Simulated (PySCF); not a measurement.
CH3F2OSb. Atoms are numbered in the order given.

```xyz
8

Sb    -0.5073     0.3148     0.0000
F     -0.4309    -1.0224     1.4059
F     -0.4309    -1.0224    -1.4059
O      1.4103     0.7303     0.0000
C      2.3923    -0.2998     0.0000
H      3.3827     0.1812     0.0000
H      2.3060    -0.9395     0.8948
H      2.3060    -0.9395    -0.8948
```
Charge 0, spin multiplicity 1.

Coordinates come from a B3LYP-D3(BJ)/def2-SVP optimisation. The structure was generated by enumeration; whether it is a known compound was not checked. The def2 effective core potentials stand for the cores of Sb; spin–orbit coupling is left out. The values are those of a single conformer.

These are TDA-PBE0/def2-SVPD (PySCF 2.14.0) values and carry that method's errors.

Vertical excitations. Isolated molecule, no solvent. State labels are in the subgroup Cs.

```csv
state,symmetry,energy (eV),λ (nm),f,main pairs
S1,A",5.76,215,0.000,HOMO→LUMO+1 98 %
S2,A',5.87,211,0.015,HOMO→LUMO 89 %
S3,A",6.01,206,0.025,HOMO−1→LUMO 95 %
S4,A',6.34,196,0.070,HOMO−1→LUMO+1 86 %
S5,A",6.93,179,0.001,HOMO→LUMO+2 94 %
S6,A',7.35,169,0.085,"HOMO−2→LUMO+1 77 %, HOMO−1→LUMO+2 12 %"
S7,A",7.44,167,0.134,HOMO−2→LUMO 80 %
S8,A',7.93,156,0.315,HOMO−1→LUMO+2 70 %
S9,A',7.96,156,0.017,HOMO−3→LUMO 91 %
S10,A',8.15,152,0.047,HOMO−4→LUMO 92 %
T1,A",5.27,235,0,"HOMO−1→LUMO 75 %, HOMO−2→LUMO 22 %"
T2,A',5.29,234,0,HOMO→LUMO 98 %
T3,A',5.38,230,0,"HOMO−1→LUMO+1 79 %, HOMO−2→LUMO+1 17 %"
T4,A",5.48,226,0,HOMO→LUMO+1 92 %
```
Triplets are in the Tamm–Dancoff approximation.
